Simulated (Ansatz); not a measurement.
# Worked example: NaF + BH2I → NaI + BH2F

Species: NaF, singlet; BH2I `BI`, singlet; NaI (Sodium Iodide), singlet; BH2F `BF`, singlet. The partners trade F for I: Na–F and B–I bonds give way to Na–I and B–F.

Shapes, held fixed at every level: PBE0-D4/def2-TZVP. Programs: Ansatz 0.2.0. The zero-point and thermal change to 298 K, harmonic and unscaled (PBE0-D4/def2-TZVP), is +4.8 kJ/mol.

At CCSD(T)/def2-TZVPP; 1 Eh = 2625.50 kJ/mol:

| species | energy (Eh) |
| --- | --- |
| NaF | -261.818250 |
| BH2I | -323.125743 |
| NaI | -459.252961 |
| BH2F | -125.759518 |

Problem. Work out ΔH(298 K) of the reaction at this level.

Solution. 
1. Products less reactants: (-459.252961) + (-125.759518) − [(-261.818250) + (-323.125743)] = -0.068486 Eh = -179.8 kJ/mol.
2. With the thermal change: -179.8 + (+4.8) = -175.0 kJ/mol.

Other levels give -237.2 (HF/def2-SVP) to -167.6 kJ/mol (SPW92/def2-TZVPP). No measured value is set beside it here. For atoms past krypton def2 sets carry core potentials with scalar relativity. Correlated rows may include outer-core shells of I, Na, which these sets cover unevenly.
